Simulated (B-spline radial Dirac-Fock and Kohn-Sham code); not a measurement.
Z = 45 (rhodium), transition energy 314 keV. Method: a Dirac-Hartree-Slater potential of the neutral atom with a Latter tail (no hole, which puts coefficients of high multipoles low close above an edge), finite nucleus with surface currents. Computed with an atomic code on a B-spline grid. Subshells that would emit electrons below 1 keV are left out.

**Question.** A pure transition shows α(K) = 0.0141, L1/L2 = 24.2 and L1/L3 = 75.5. What is its multipolarity?
A. E1
B. M4
C. M1
D. M2
E. E2
F. E4
G. M3
H. E3

**Answer.** C. For comparison, α(K), L1/L2, L1/L3 are E1 0.00511, 25.1, 17.3; E2 0.0209, 6.19, 6.65; E3 0.0744, 2.01, 2.77; E4 0.255, 0.878, 1.37; M2 0.0595, 13.6, 28.5; M3 0.226, 8.69, 8.90; M4 0.849, 6.14, 4.05.
